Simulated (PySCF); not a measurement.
A species of formula C5H10F3O2P has this rotational fingerprint, computed with PBE0/pcSseg-1 in PySCF (dipole) on a GFN2-xTB geometry, gas phase:

```
Rotational constants : A = 1246, B = 926.1, C = 723.2 MHz
Dipole components    : |μa| = 1.64 D, |μb| = 1.78 D, |μc| = 3.01 D
Inertial defect      : -252.60 u·Å²
κ                    : -0.22
```

Problem. Which structure is it? (One computed conformer of each.)
A. `[CH3:1][P@@:2](=[O:3])([CH2:4][CH2:5][CH2:6][OH:7])[C:8]([F:9])([F:10])[F:11]` with C1–P2–C4–C5 -68°, P2–C4–C5–C6 -38°, C4–C5–C6–O7 61°, C5–C6–O7–H -153°
B. `[CH3:1][CH2:2][P@@:3](=[O:4])([OH:5])[CH2:6][CH2:7][C:8]([F:9])([F:10])[F:11]` with C1–C2–P3–O4 51°, C2–P3–O5–H -144°, C2–P3–C6–C7 153°, P3–C6–C7–C8 79°
C. `[CH3:1][CH:2]([CH3:3])[P@@:4](=[O:5])([OH:6])[CH2:7][C:8]([F:9])([F:10])[F:11]` with C1–C2–P4–O5 -178°, C2–P4–O6–H -123°, C2–P4–C7–C8 66°
D. `[CH3:1][O:2][CH2:3][CH2:4][P@:5]([CH3:6])(=[O:7])[C:8]([F:9])([F:10])[F:11]` with C1–O2–C3–C4 -166°, O2–C3–C4–P5 41°, C3–C4–P5–C6 173°

Solution. D. It is COCC[P@](C)(=O)C(F)(F)F, an asymmetric top, point group C1. The candidates at the same level (rigid rotor, commonest isotopes):

```json
{"SMILES": "CC(C)[P@@](=O)(O)CC(F)(F)F", "A (MHz)": "1497", "B (MHz)": "676.9", "C (MHz)": "603.0", "μa (D)": "2.11", "μb (D)": "1.43", "μc (D)": "2.44", "Δ (u·Å²)": "-246.13", "point group": "C1", "rotor": "asymmetric top"}
{"SMILES": "COCC[P@](C)(=O)C(F)(F)F", "A (MHz)": "1246", "B (MHz)": "926.1", "C (MHz)": "723.2", "μa (D)": "1.64", "μb (D)": "1.78", "μc (D)": "3.01", "Δ (u·Å²)": "-252.60", "point group": "C1", "rotor": "asymmetric top"}
{"SMILES": "C[P@@](=O)(CCCO)C(F)(F)F", "A (MHz)": "1698", "B (MHz)": "671.9", "C (MHz)": "623.4", "μa (D)": "4.33", "μb (D)": "1.34", "μc (D)": "2.20", "Δ (u·Å²)": "-239.24", "point group": "C1", "rotor": "near-prolate asymmetric top"}
{"SMILES": "CC[P@@](=O)(O)CCC(F)(F)F", "A (MHz)": "1977", "B (MHz)": "538.3", "C (MHz)": "516.1", "μa (D)": "1.85", "μb (D)": "1.83", "μc (D)": "2.26", "Δ (u·Å²)": "-215.32", "point group": "C1", "rotor": "near-prolate asymmetric top"}
```

`CC(C)[P@@](=O)(O)CC(F)(F)F` has B 27 % too low; `CC[P@@](=O)(O)CCC(F)(F)F` has A 59 % too high; `C[P@@](=O)(CCCO)C(F)(F)F` has A 36 % too high. No structure here is proved a minimum.
